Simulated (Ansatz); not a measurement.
Saddle point of SiNH$_{4}$F$_{3}$, singlet (SiHF₃ ([F][SiH]([F])[F]) + NH₃ → SiNH₂F₃ ([NH2][Si]([F])([F])[F]) + H₂; bonds formed: H2–H6; dative contacts that become bonds: Si1–N7; bonds broken: Si1–H2, H6–N7), PBE0-D4/def2-TZVP structure:

```
9
angstrom
Si -0.6472 -0.3678 -0.1008
H 0.6435 -1.3409 0.5807
F -0.6059 -1.3833 -1.3202
F -1.4191 -0.6580 1.2556
F -1.6983 0.6765 -0.7267
H 1.1079 -0.3667 0.4530
N 0.7792 0.7763 0.0274
H 0.6787 1.5472 0.6800
H 1.1614 1.1167 -0.8491
```

Energies are electronic, without zero-point energy. Barriers and step energies count from the start structure reached by relaxing down the imaginary mode; all methods use the PBE0-D4 structures, on which another method's saddle can fall below an end. Program: Ansatz 0.2.0. Basis: def2-TZVPP, with def2-QZVPP for the basis limit. Cores are frozen in the correlated methods. B3LYP uses VWN-RPA correlation. Extrapolation: Hartree–Fock as exp(−7.88 √X), correlation as X^−2.97.

```tsv
method	barrier (eV)	step energy (eV)
SPW92	?	0.004
PBE-D4	1.667	-0.184
BLYP-D4	1.812	-0.314
r2SCAN-D4	1.766	-0.247
B97M-V	1.827	-0.269
PBE0-D4	1.811	-0.198
B3LYP-D4	?	-0.302
r2SCAN0-D4	1.872	-0.245
BHLYP-D4	2.090	-0.299
CAM-B3LYP-D4	?	-0.268
wB97X-V	1.950	-0.227
wB97M-V	1.928	-0.238
B2PLYP	1.967	-0.301
PBE-QIDH	1.934	-0.232
RPA on PBE	2.011	-0.252
HF	2.444	-0.445
MP2	1.969	-0.309
CCSD	2.083	-0.282
CCSD(T)	2.009	-0.268
```

**Question.** Fill in the withheld barriers. (To be estimated.)

**Answer.** The calculation gives: CAM-B3LYP-D4 1.942; B3LYP-D4 1.912; SPW92 1.462 eV. Each is the energy of the saddle less that of the start structure, by the same method.

For comparison, the barrier by CCSD(T) at an estimated basis limit (MP2 extrapolated from triple and quadruple zeta, plus CCSD(T) − MP2 in triple zeta) is 1.995 eV.

T1 diagnostic: at most 0.012.

Labels in which every atom is bracketed show which atoms are joined, not bond orders.

For scale, one of the runs: CCSD(T)/def2-TZVPP, 222 basis functions (an equivalent command: `ansatz run in.yaml --threads 4`). The run took 2.1 min on 4 CPU threads (shared host), with 3.8 GiB of host memory at its peak.
